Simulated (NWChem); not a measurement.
# CH₇ClOSi₂; SMILES OC[SiH2][SiH2]Cl

```xyz
12

O      1.0691    -2.5520     0.1854
C     -0.2369    -2.4921    -0.3606
Si    -1.0510    -0.8270     0.0976
Si     0.6755     0.7395    -0.1515
Cl    -0.1275     2.6624    -0.0612
H      0.9964    -2.6171     1.1437
H     -0.1248    -2.5377    -1.4563
H     -0.8551    -3.3673    -0.0817
H     -2.2368    -0.5035    -0.7543
H     -1.4795    -0.8452     1.5337
H      1.3583     0.5849    -1.4689
H      1.6868     0.6257     0.9385
```
Atoms are numbered in this order, from 1.

Results from NWChem. The geometry was optimised at PBE0/def2-SVP. Solvent water, SMD (1 M gas to 1 M solution), gas-phase geometry. Reactions with the solvent are ignored.

For level M06-2X/STO-3G:

```
Item                              Result
--------------------------------  ------
solvation free energy (kcal/mol)    -2.3
dipole in solution (D)              3.53
```

**Question.** Estimate the same quantities for level M06-2X/def2-TZVP.

**Answer.** The solvation free energy (kcal/mol) is -3.6. The dipole in solution (D) is 3.31.
